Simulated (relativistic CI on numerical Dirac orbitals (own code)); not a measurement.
# Forbidden lines of Cu XVI

These numbers are calculated, not measured: Dirac-Coulomb-Breit CI, KLI orbitals optimised for each configuration, model QED, unscaled Slater integrals (own radial code, finite nucleus).

Configurations in the expansion (outside the closed core [Ne]): 3s2 3p2, 3s 3p3, 3s2 3p 3d, 3p4, 3s 3p2 3d, 3p3 3d, 3s 3p 3d2, 3s2 3p 4s, 3s2 3d 4p, 3p3 4s, 3s2 3p 4p, 3p3 4p, 3s 3p 3d 4s, 3s2 3d2, 3s 3d3, 3p2 3d2, 3p 3d3, 3p 3d2 4s, 3p 3d2 4p, 3s2 3d 4s, 3s 3d2 4s. Double excitations out of closed p, d and f shells are left out; levels of such configurations are missing from the list, as are those of other unlisted configurations, and high levels can miss mixing partners.

| λ vac (Å) | Lower | Upper | Type | A (s⁻¹) | log gf |
| --- | --- | --- | --- | --- | --- |
| 205.42 | 3s2 3p2 1D_2 [4] | 3s2 3p 3d 3F°_4 [18] | M2 | 7.50e+01 | -8.37 |
| 345.85 | 3s 3p3 5S°_2 [6] | 3s2 3p 3d 3F°_4 [18] | E2 | 1.57e+01 | -8.60 |
| 501.02 | 3s 3p3 3D°_2 [8] | 3s2 3p 3d 3F°_4 [18] | E2 | 2.91e+01 | -8.01 |
| 517.85 | 3s 3p3 3D°_3 [9] | 3s2 3p 3d 3F°_4 [18] | E2 | 9.11e+00 | -8.48 |
| 517.85 | 3s 3p3 3D°_3 [9] | 3s2 3p 3d 3F°_4 [18] | M1 | 3.86e+01 | -7.85 |
| 700.36 | 3s 3p3 3P°_2 [12] | 3s2 3p 3d 3F°_4 [18] | E2 | 2.70e+01 | -7.75 |
| 919.42 | 3s2 3p2 3P_1 [2] | 3s2 3p2 1S_0 [5] | M1 | 4.14e+03 | -6.28 |
| 1791.3 | 3s2 3p2 3P_1 [2] | 3s2 3p2 1D_2 [4] | M1 | 3.70e+02 | -6.05 |
| 2426.9 | 3s2 3p2 3P_2 [3] | 3s2 3p2 1D_2 [4] | M1 | 3.77e+02 | -5.78 |
| 5399.0 | 3s2 3p 3d 3F°_3 [16] | 3s2 3p 3d 3F°_4 [18] | M1 | 1.26e+02 | -5.30 |
| 5481.0 | 3s2 3p2 3P_0 [1] | 3s2 3p2 3P_1 [2] | M1 | 1.03e+02 | -5.86 |
| 6839.9 | 3s2 3p2 3P_1 [2] | 3s2 3p2 3P_2 [3] | M1 | 3.55e+01 | -5.91 |

Terms are leading LS components. Brackets give the number of a level in order of energy, since labels repeat. The list gives strong lines, with weight on those to low levels, among the lowest 200 of 976 levels, so that lines to higher ones, which can be the strongest, are missing. Levels whose partners in the same complex of configurations lie outside the list can be far off, and so can their lines. Rates are taken at the computed energies, electric ones in the length gauge.

At this charge energies of transitions that change n are usually good to better than 1 %, and those within a shell (Δn = 0) to a few per cent.

**Question.** From the table, what is the radiative lifetime of 3s2 3p 3d 3F°_4?

**Answer.** The listed rates from this level add up to about 3.21e+02 s⁻¹, 100 % of its decay; with all channels τ = 3.10e-03 s.

LS names give the leading component of a level, which can be under half, so a name can repeat, a term be missing and a line seem to break the LS rules.
